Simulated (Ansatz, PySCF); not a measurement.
This Ansatz (a first-principles code) input computes a CCSD(T)/cc-pVDZ energy:

Ansatz 0.2 input:
```yaml
crystal:
  periodic: [false, false, false]
  atoms:
    - {symbol: N, position_ang: [-1.06616376, 0.26085306, 0.21523175]}
    - {symbol: C, position_ang: [0.14270879, -0.03491586, -0.02880933]}
    - {symbol: O, position_ang: [1.21557910, -0.29740978, -0.24539496]}
    - {symbol: H, position_ang: [-1.63611033, -0.34254441, 0.80947549]}
    - {symbol: H, position_ang: [-1.48162886, 1.10534638, -0.18008208]}
basis:
  gaussian:
    orbitals: cc-pVDZ
total_charge: 1
magnetization: {spin_polarized: false}
correlation: {method: ccsd_t, electrons: outside_noble_gas}
```

### Question
Write an input for the same energy in PySCF and say what it gives.

### Answer

```python
from pyscf import gto, scf, mp, cc as ccmod

mol = gto.M(
    atom='''
    N    -1.06616376    0.26085306    0.21523175
    C     0.14270879   -0.03491586   -0.02880933
    O     1.21557910   -0.29740978   -0.24539496
    H    -1.63611033   -0.34254441    0.80947549
    H    -1.48162886    1.10534638   -0.18008208
    ''',
    basis='cc-pvdz',
    charge=1,
    spin=0,
    verbose=4,
)

mf = scf.RHF(mol)
mf.conv_tol = 1e-10
mf.max_cycle = 100
mf.kernel()
mp2 = mp.MP2(mf, frozen=3).run()
cc = ccmod.CCSD(mf, frozen=3)
cc.max_cycle = 100
cc.kernel()
et = cc.ccsd_t()
print(f'E(CCSD(T)) = {cc.e_tot + et:.9f}')
```
It gives -168.56418 Eh, and Ansatz -168.56417 Eh, a difference of 0.01 mEh.

It need not be the lowest isomer of its formula.
